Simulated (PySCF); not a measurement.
**AsF⁺: from constants to spectrum**

PBE0 constants of AsF⁺, ²Π (doublet), unpaired electrons π ↑ (PySCF, scalar-relativistic core potentials, basis sets As cc-pVTZ-PP with ECP10, F cc-pVTZ; masses 74.9216 and 18.9984 u):

```
ωe              : 837.6 cm⁻¹
ωexe            : 3.25 cm⁻¹
Be              : 0.40375 cm⁻¹
αe              : 0.00242 cm⁻¹
D (centrifugal) : 3.75e-07 cm⁻¹
De to As⁺ + F   : 4.67 eV
```

**Question.** Give the vibrational terms G(v) and spacings up to v = 6.

**Answer.** G(v) = ωe(v+½) − ωexe(v+½)².

```tsv
v	G(v) (cm⁻¹)	G(v) − G(v−1)	Bv (cm⁻¹)
0	418.0		0.4025
1	1249.1	831.1	0.4001
2	2073.7	824.6	0.3977
3	2891.8	818.1	0.3953
4	3703.4	811.6	0.3929
5	4508.5	805.1	0.3904
6	5307.1	798.6	0.3880
```

**Question.** How well does the Morse estimate ωe²/(4ωexe) reproduce De, and what is D0?

**Answer.** It gives 6.69 eV, 143 % of the computed De. D0 = De − G(0) = 4.67 − 0.05 = 4.62 eV.

Spin–orbit coupling is left out. For an ion De counts to the pair picked by the measured ionisation energies or electron affinities, which need not be the lowest pair at this level. The state is the lowest determinant that a PBE0 search found; another state may lie lower at other levels.
